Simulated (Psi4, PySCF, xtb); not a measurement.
Relaxed torsion scan: C₉H₉F₃, SMILES CCc1ccccc1C(F)(F)F. Scanned: dihedral C1–C2–C3–C4; all other coordinates were relaxed at GFN2-xTB. Points at φ and −φ are mirror images. Heavy atoms are numbered in the order of the SMILES CCc1ccccc1C(F)(F)F, hydrogens after them in the order of the atoms that carry them; the mirror image has the same energies with the sign of each dihedral reversed.

- RKS-B3LYP/6-31G* = restricted B3LYP/6-31G*, spherical d, density fitting // GFN2-xTB in PySCF 2.14.0
- RHF/LANL2DZ = restricted Hartree-Fock/LANL2DZ, density fitting // GFN2-xTB run with PySCF
- GFN1-xTB // GFN2-xTB (xtb)
- PBE-D3(BJ)/def2-SVP // GFN2-xTB (Psi4)

Energies relative to the lowest point of each profile, in mEh; the last columns give the difference from PBE-D3(BJ):

```json
[
 {"φ / °": "-150", "RKS-B3LYP/6-31G*": "9.1", "RHF/LANL2DZ": "10.2", "GFN1-xTB": "6.7", "PBE-D3(BJ)/def2-SVP": "8.4", "RKS-B3LYP/6-31G* − PBE-D3(BJ)/def2-SVP": "0.7", "RHF/LANL2DZ − PBE-D3(BJ)/def2-SVP": "1.8", "GFN1-xTB − PBE-D3(BJ)/def2-SVP": "-1.7"},
 {"φ / °": "-120", "RKS-B3LYP/6-31G*": "3.4", "RHF/LANL2DZ": "3.8", "GFN1-xTB": "2.2", "PBE-D3(BJ)/def2-SVP": "3.4", "RKS-B3LYP/6-31G* − PBE-D3(BJ)/def2-SVP": "0.0", "RHF/LANL2DZ − PBE-D3(BJ)/def2-SVP": "0.4", "GFN1-xTB − PBE-D3(BJ)/def2-SVP": "-1.2"},
 {"φ / °": "-90", "RKS-B3LYP/6-31G*": "0.0", "RHF/LANL2DZ": "0.0", "GFN1-xTB": "0.0", "PBE-D3(BJ)/def2-SVP": "0.0", "RKS-B3LYP/6-31G* − PBE-D3(BJ)/def2-SVP": "0.0", "RHF/LANL2DZ − PBE-D3(BJ)/def2-SVP": "0.0", "GFN1-xTB − PBE-D3(BJ)/def2-SVP": "0.0"},
 {"φ / °": "-60", "RKS-B3LYP/6-31G*": "1.4", "RHF/LANL2DZ": "0.6", "GFN1-xTB": "0.8", "PBE-D3(BJ)/def2-SVP": "1.5", "RKS-B3LYP/6-31G* − PBE-D3(BJ)/def2-SVP": "-0.2", "RHF/LANL2DZ − PBE-D3(BJ)/def2-SVP": "-1.0", "GFN1-xTB − PBE-D3(BJ)/def2-SVP": "-0.7"},
 {"φ / °": "-30", "RKS-B3LYP/6-31G*": "2.2", "RHF/LANL2DZ": "1.6", "GFN1-xTB": "1.7", "PBE-D3(BJ)/def2-SVP": "2.1", "RKS-B3LYP/6-31G* − PBE-D3(BJ)/def2-SVP": "0.1", "RHF/LANL2DZ − PBE-D3(BJ)/def2-SVP": "-0.5", "GFN1-xTB − PBE-D3(BJ)/def2-SVP": "-0.4"},
 {"φ / °": "0", "RKS-B3LYP/6-31G*": "1.7", "RHF/LANL2DZ": "1.1", "GFN1-xTB": "1.7", "PBE-D3(BJ)/def2-SVP": "0.9", "RKS-B3LYP/6-31G* − PBE-D3(BJ)/def2-SVP": "0.7", "RHF/LANL2DZ − PBE-D3(BJ)/def2-SVP": "0.2", "GFN1-xTB − PBE-D3(BJ)/def2-SVP": "0.8"},
 {"φ / °": "30", "RKS-B3LYP/6-31G*": "2.2", "RHF/LANL2DZ": "1.6", "GFN1-xTB": "1.7", "PBE-D3(BJ)/def2-SVP": "2.1", "RKS-B3LYP/6-31G* − PBE-D3(BJ)/def2-SVP": "0.1", "RHF/LANL2DZ − PBE-D3(BJ)/def2-SVP": "-0.5", "GFN1-xTB − PBE-D3(BJ)/def2-SVP": "-0.4"},
 {"φ / °": "60", "RKS-B3LYP/6-31G*": "1.4", "RHF/LANL2DZ": "0.6", "GFN1-xTB": "0.8", "PBE-D3(BJ)/def2-SVP": "1.5", "RKS-B3LYP/6-31G* − PBE-D3(BJ)/def2-SVP": "-0.2", "RHF/LANL2DZ − PBE-D3(BJ)/def2-SVP": "-1.0", "GFN1-xTB − PBE-D3(BJ)/def2-SVP": "-0.7"},
 {"φ / °": "90", "RKS-B3LYP/6-31G*": "0.0", "RHF/LANL2DZ": "0.0", "GFN1-xTB": "0.0", "PBE-D3(BJ)/def2-SVP": "0.0", "RKS-B3LYP/6-31G* − PBE-D3(BJ)/def2-SVP": "0.0", "RHF/LANL2DZ − PBE-D3(BJ)/def2-SVP": "0.0", "GFN1-xTB − PBE-D3(BJ)/def2-SVP": "0.0"},
 {"φ / °": "120", "RKS-B3LYP/6-31G*": "3.4", "RHF/LANL2DZ": "3.8", "GFN1-xTB": "2.2", "PBE-D3(BJ)/def2-SVP": "3.4", "RKS-B3LYP/6-31G* − PBE-D3(BJ)/def2-SVP": "0.0", "RHF/LANL2DZ − PBE-D3(BJ)/def2-SVP": "0.4", "GFN1-xTB − PBE-D3(BJ)/def2-SVP": "-1.2"},
 {"φ / °": "150", "RKS-B3LYP/6-31G*": "9.1", "RHF/LANL2DZ": "10.2", "GFN1-xTB": "6.7", "PBE-D3(BJ)/def2-SVP": "8.4", "RKS-B3LYP/6-31G* − PBE-D3(BJ)/def2-SVP": "0.7", "RHF/LANL2DZ − PBE-D3(BJ)/def2-SVP": "1.8", "GFN1-xTB − PBE-D3(BJ)/def2-SVP": "-1.7"},
 {"φ / °": "180", "RKS-B3LYP/6-31G*": "12.1", "RHF/LANL2DZ": "13.6", "GFN1-xTB": "9.8", "PBE-D3(BJ)/def2-SVP": "11.1", "RKS-B3LYP/6-31G* − PBE-D3(BJ)/def2-SVP": "0.9", "RHF/LANL2DZ − PBE-D3(BJ)/def2-SVP": "2.4", "GFN1-xTB − PBE-D3(BJ)/def2-SVP": "-1.3"}
]
```

RKS-B3LYP/6-31G* is furthest from PBE-D3(BJ)/def2-SVP at 180 (0.9 mEh, above); its mean absolute difference over the points is 0.3 mEh.

RHF/LANL2DZ is furthest from PBE-D3(BJ)/def2-SVP at 180 (2.4 mEh, above); its mean absolute difference over the points is 0.8 mEh.

GFN1-xTB is furthest from PBE-D3(BJ)/def2-SVP at -150 (-1.7 mEh, below); its mean absolute difference over the points is 0.8 mEh.
